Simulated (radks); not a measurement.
Species: Pd4+. Configuration: [Kr] 4d4 4f2 (not the ground configuration).

Calculated with a radial shooting solver on a logarithmic mesh with Libxc functionals: Dirac Kohn-Sham, LDA (Slater exchange, Perdew-Wang correlation), spin-unpolarised, spherical densities, finite nucleus; open shells fill j = l - 1/2 first; Fermi nuclear charge, rms radius 4.5318 fm.

Energy parts (eV):
total: -137005.886
kinetic: 143077.967
electron-nucleus: -329267.077
Hartree: 52900.894
exchange-correlation: -3717.670

Orbitals (lengths in bohr, moments of r in powers of bohr; r(90%) holds 90 % of the orbital's charge):
[
 {"orbital": "1s1/2", "occ.": "2", "eigenvalue (eV)": "-24196.19", "r(90%)": "0.0572"},
 {"orbital": "2s1/2", "occ.": "2", "eigenvalue (eV)": "-3597.813", "r(90%)": "0.214"},
 {"orbital": "2p1/2", "occ.": "2", "eigenvalue (eV)": "-3344.826", "r(90%)": "0.192"},
 {"orbital": "2p3/2", "occ.": "4", "eigenvalue (eV)": "-3185.681", "r(90%)": "0.199"},
 {"orbital": "3s1/2", "occ.": "2", "eigenvalue (eV)": "-708.5121", "r(90%)": "0.560"},
 {"orbital": "3p1/2", "occ.": "2", "eigenvalue (eV)": "-608.5981", "r(90%)": "0.560"},
 {"orbital": "3p3/2", "occ.": "4", "eigenvalue (eV)": "-580.7729", "r(90%)": "0.576"},
 {"orbital": "3d3/2", "occ.": "4", "eigenvalue (eV)": "-403.3286", "r(90%)": "0.563"},
 {"orbital": "3d5/2", "occ.": "6", "eigenvalue (eV)": "-397.7622", "r(90%)": "0.568"},
 {"orbital": "4s1/2", "occ.": "2", "eigenvalue (eV)": "-154.4778", "r(90%)": "1.33"},
 {"orbital": "4p1/2", "occ.": "2", "eigenvalue (eV)": "-122.5083", "r(90%)": "1.43"},
 {"orbital": "4p3/2", "occ.": "4", "eigenvalue (eV)": "-117.5641", "r(90%)": "1.47"},
 {"orbital": "4d3/2", "occ.": "4", "eigenvalue (eV)": "-67.3656", "r(90%)": "1.81"},
 {"orbital": "4d5/2", "occ.": "0", "eigenvalue (eV)": "-66.6665", "r(90%)": "1.82"},
 {"orbital": "4f5/2", "occ.": "2", "eigenvalue (eV)": "-23.0226", "r(90%)": "3.71"},
 {"orbital": "4f7/2", "occ.": "0", "eigenvalue (eV)": "-23.0056", "r(90%)": "3.71"},
 {"orbital": "5s1/2", "occ.": "0", "eigenvalue (eV)": "-47.0079", "r(90%)": "3.05"},
 {"orbital": "5p1/2", "occ.": "0", "eigenvalue (eV)": "-38.3781", "r(90%)": "3.41"},
 {"orbital": "5p3/2", "occ.": "0", "eigenvalue (eV)": "-37.4901", "r(90%)": "3.48"},
 {"orbital": "5d3/2", "occ.": "0", "eigenvalue (eV)": "-25.0913", "r(90%)": "4.45"},
 {"orbital": "5d5/2", "occ.": "0", "eigenvalue (eV)": "-24.9687", "r(90%)": "4.48"},
 {"orbital": "5f5/2", "occ.": "0", "eigenvalue (eV)": "-13.2057", "r(90%)": "7.19"},
 {"orbital": "5f7/2", "occ.": "0", "eigenvalue (eV)": "-13.1968", "r(90%)": "7.20"}
]

The highest occupied level is 4f5/2 at -23.023 eV. The configuration is held as typed, so some empty levels lie below it. Summed over all electrons, <r^2> = 31.15 bohr^2, which gives a Langevin (diamagnetic) susceptibility term of -24.7 x 10^-6 cm^3/mol.
